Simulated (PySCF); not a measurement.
# From computed data to an observable: refractive index and permittivity of the vapour

ZrO₂, SMILES [O]=[Zr]=[O], multiplicity 1.

Geometry optimised at B3LYP-D3(BJ)/def2-TZVP. The multiplicity is an assumed one; other spin states were not compared. The isomer is the one that the SMILES or the coordinates give; other isomers of the formula were not compared. The def2 effective core potentials stand for the cores of Zr; spin–orbit coupling is left out.

PBE/def2-TZVPD run with PySCF gives a mean static polarisability of 44.0 bohr³ and a dipole moment of 7.36 D. Take an ideal gas at 298.15 K and 1 bar, whether or not the substance is that volatile.

Q: Work out n − 1 in the optical limit and the static ε − 1.

A: 
Polarisability volume α' = 44.0 × 0.148185 = 6.52 Å³. Number density N = p/kT = 2.43e-5 Å⁻³.
Dilute limit of Lorentz–Lorenz: n − 1 = 2π N α' = 0.00100.
Orientation term of Debye: μ²/(3kT) = 8.098 Å³ × μ²(D²) = 438.65 Å³.
ε − 1 = 4π N (α' + μ²/3kT) = 0.14. Orientation of the dipole supplies 99 % of the static response; it can't follow optical fields. Vibrational polarisation and dispersion are left out.
